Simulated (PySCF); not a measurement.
## Identify the compound

An unknown has the formula C6H13NOSi. Its calculated NMR data are:

1H NMR (300 MHz, computed): δ 6.85 (m, 1H), 6.80 (m, 1H), 4.93 (s, 2H), 2.65 (t, 2H), 1.74 (m, 2H), 1.07 (t, 3H), 0.32 (br s, 2H).

13C{1H} NMR (computed): δ 211.4 (C), 158.9 (C), 144.3 (CH2), 42.8 (CH2), 20.8 (CH2), 15.8 (CH3).

- structure optimised with GFN2-xTB
- GIAO PBE0/pcSseg-1 shieldings
- run in PySCF
- one conformer, no relativistic terms, rapidly exchanging positions averaged, gas phase

References, each an isolated molecule treated in the same way: TMS for 1H (σ = 31.72 ppm), 13C (σ = 186.93 ppm).

Question: Choose the structure that fits.
A. C=C([SiH2]N)C(=O)CCC
B. CNC(=O)/C=C/[SiH](C)C
C. C=C/C(C)=N\[C@@H]([SiH3])OC
D. C/N=C/[C@@H]1COCC[SiH2]1

Answer: A. 

1. The formula gives 2 degrees of unsaturation (no ring in the answer).
2. 6 carbon signals for 6 carbons: no two carbons are equivalent.
3. Carbon types of the structure: 2 × C, 3 × CH2, 1 × CH3, leaving 4 H on heteroatoms.
4. δC 211.4: ketone carbonyl carbon; low-lying n→π* states of the double bond to the heteroatom give a large paramagnetic term (-278 ppm).
5. δC 158.9: α carbon of a C=C–C=O unit; as expected for a trigonal carbon in a double bond.
6. δC 144.3: β carbon of a C=C–C=O unit; conjugation with the carbonyl draws π density from the β position.
7. δH 2.65: hydrogen on an sp3 CH2 α to a carbonyl; α to C=O.
8. δH 1.07: hydrogen on a methyl carbon; far from electronegative atoms and π systems.

The others: CNC(=O)/C=C/[SiH](C)C would give 5 carbon signals, not 6; C=C/C(C)=N\[C@@H]([SiH3])OC would give 7 signals for carbon-bound and other non-exchanging H, not 6; C/N=C/[C@@H]1COCC[SiH2]1 would give 11 signals for carbon-bound and other non-exchanging H, not 6.

The OH or NH signal is concentration- and solvent-dependent in practice; the value given is the gas-phase one. Shifts are as computed. Against solution values, carbons near 30 ppm lie about +3 ppm off and those near 130 ppm about +5 ppm. Of 1309 compounds with measured shifts, 239 miss one by over three times the rms of a fit or turn the order of signals round; such compounds aren't used in these exercises. Multiplicities follow the n + 1 count of equivalent neighbours, as no J values were calculated; m marks all less simple cases, F and P coupling included.
